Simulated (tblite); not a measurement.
C7H7N.
SMILES: `C#CC1(C#N)CCC1`

Computed with GFN2-xTB (tblite): harmonic, unscaled wavenumbers at the GFN2-xTB geometry, gas phase. Errors from tens to a few hundred cm⁻¹ against measured bands are possible.

Harmonic wavenumbers (cm⁻¹): 48.2, 109.6, 154.2, 170.2, 216.0, 409.6, 419.1, 517.6, 553.7, 565.1, 662.7, 666.3, 763.9, 827.6, 850.0, 920.8, 1035.5, 1040.5, 1046.3, 1049.0, 1162.3, 1173.3, 1186.8, 1239.4, 1246.9, 1259.3, 1260.3, 1460.8, 1461.9, 1486.2, 2283.3, 2402.3, 3003.4, 3012.6, 3018.6, 3021.7, 3025.7, 3027.6, 3398.5.

A = 2505, B = 2177, C = 1431 MHz; mass 105.058 u (most abundant isotopes); point group Cs, symmetry number 1.

Question: Zero-point energy?

Answer: Half the sum of the wavenumbers: 25578 cm⁻¹ = 73.13 kcal/mol.

Question: Entropy at 200 K, 1 bar (ideal gas, RRHO, classical rotation)?

Answer: Translation 37.91, rotation 26.92, vibration 13.33: S = 78.2 cal/(mol K).

Question: And Cp and H(200 K) − H(0)?

Answer: Cp = 22.79 cal/(mol K), of which vibrations give 14.84 (their classical limit is 39 R = 77.5); H(200 K) − H(0) = 3.06 kcal/mol without the zero-point energy, 1.47 from vibrations.

Question: What must be added to the electronic energy to get the Gibbs energy at 200 K and 1 bar?

Answer: ZPE + [H(200 K) − H(0)] − T·S = 73.13 + 3.06 − 15.63 = 60.56 kcal/mol.

Question: Which modes carry the vibrational entropy at 200 K?

Answer: 48.2 cm⁻¹: 4.10; 109.6 cm⁻¹: 2.51; 154.2 cm⁻¹: 1.88; 170.2 cm⁻¹: 1.70; 216.0 cm⁻¹: 1.30; 409.6 cm⁻¹: 0.43 cal/(mol K); the other 33 give 1.40 together.

Question: How do the functions run with temperature in this model?

Answer: 
| T (K) | S (cal/(mol K)) | Cp (cal/(mol K)) | H − H(0) (kcal/mol) | G − H(0) (kcal/mol) | ln q(vib) |
| --- | --- | --- | --- | --- | --- |
| 100 | 65.2 | 15.5 | 1.15 | -5.37 | 1.18 |
| 300 | 88.9 | 31.1 | 5.75 | -20.94 | 4.88 |
| 500 | 108.4 | 45.5 | 13.48 | -40.71 | 8.69 |
| 800 | 133.0 | 58.9 | 29.33 | -77.05 | 14.30 |
| 1000 | 146.8 | 64.7 | 41.72 | -105.05 | 17.80 |

q(vib) and H(0) count from the zero-point level.

Question: Blend soft modes into free rotors: weight 1/[1 + (100 cm⁻¹/ν̃)⁴] for the oscillator and the rest for a rotor with moment μB/(μ + B), μ = h/(8π²ν), B = 10⁻⁴⁴ kg m². What vibrational entropy results?

Answer: 12.47 cal/(mol K) in place of 13.33, which changes −T·S at 200 K by +0.17 kcal/mol.

Hindered rotation and anharmonicity are outside this model.

Hardware: x86-64 server, one thread, on a shared host. This covers the Hessian and the dipole derivatives.
